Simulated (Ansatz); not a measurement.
Program: Ansatz. Geometries: PBE0-D4/def2-TZVP. ΔE: electronic, gas phase. CCSD(T)/CBS is the MP2 limit (def2-TZVPP, def2-QZVPP) plus CCSD(T) − MP2 in def2-TZVPP, frozen cores. DFT in def2-TZVPP. For Ti outer-core shells are correlated without core-valence functions, which leaves a few kJ/mol of doubt a bond. Scalar relativity is left out up to krypton. One conformer a species, not always the lowest.

Reaction (formal exchange of groups at a C–N bond): `C[NH][Ti]([F])([F])[Cl]` + `FC[SiH2]S` → `C[SiH](S)CF` + `[NH2][Ti]([F])([F])[Cl]`

```csv
level,ΔE (kJ/mol)
PBE-D4,-73.3
PBE,-72.6
LC-ωPBE,-78.0
HF/def2-SVP,-55.7
```

**Question.** What does CCSD(T)/CBS give? (Estimate.)

**Answer.** Computed: -74.3 kJ/mol. The listed levels differ from it by 1.0, 1.7, -3.7, 18.6 kJ/mol.

Largest T1 diagnostic among the species: 0.024, so the coupled-cluster value is less sure than usual.

Leaving LDA and LC-ωPBE aside and taking each functional with its dispersion term where it has one, the values, not all of them listed here, spread over 9.6 kJ/mol, from ωB97M-V to BLYP-D4. From BLYP to BHLYP (50 % exact exchange), in def2-TZVPP and without D4, ΔE moves by −4.4 kJ/mol.

CCSD(T)/CBS has its own doubt, a few kJ/mol and more with outer-core shells, so smaller differences from it don't rank the levels.
